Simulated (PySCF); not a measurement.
Sulfur: a sound run and one with changed settings

Sound run: S²⁺ [Ne] 3s2 3p2, S³⁺ [Ne] 3s2 3p1. Calculation: PySCF 2.14, in aug-cc-pVDZ-DK; scalar relativity by spin-free X2C-1e. In the sound run the correlated levels freeze [Ne]. The sound run starts from symmetry-adapted Hartree-Fock orbitals and uses a fine grid where one is needed.

A second run was set up differently.

```
species   method  sound run (hartree)  changed run (hartree)  converged
    S²⁺      MP2           -397.45833             -397.41083        yes
    S²⁺  CCSD(T)           -397.48063             -397.41320        yes
```

Ionisation energy of S²⁺:

```json
{"method": "UHF", "sound run (eV)": "34.143", "changed run (eV)": "34.143"}
{"method": "MP2", "sound run (eV)": "34.457", "changed run (eV)": "34.294"}
{"method": "SCS-MP2", "sound run (eV)": "34.378", "changed run (eV)": "34.193"}
{"method": "CCSD", "sound run (eV)": "34.485", "changed run (eV)": "34.358"}
{"method": "CCSD(T)", "sound run (eV)": "34.494", "changed run (eV)": "34.358"}
{"method": "CCSDT", "sound run (eV)": "n/a", "changed run (eV)": "34.358"}
{"method": "FCI", "sound run (eV)": "n/a", "changed run (eV)": "34.358"}
```

Problem. What was changed?
A. all electrons correlated in a valence basis
B. a valence shell is frozen
C. basis contracted for another Hamiltonian
D. level shift left on

Solution. B. Freezing a valence shell removes pair correlation that changes on ionisation.
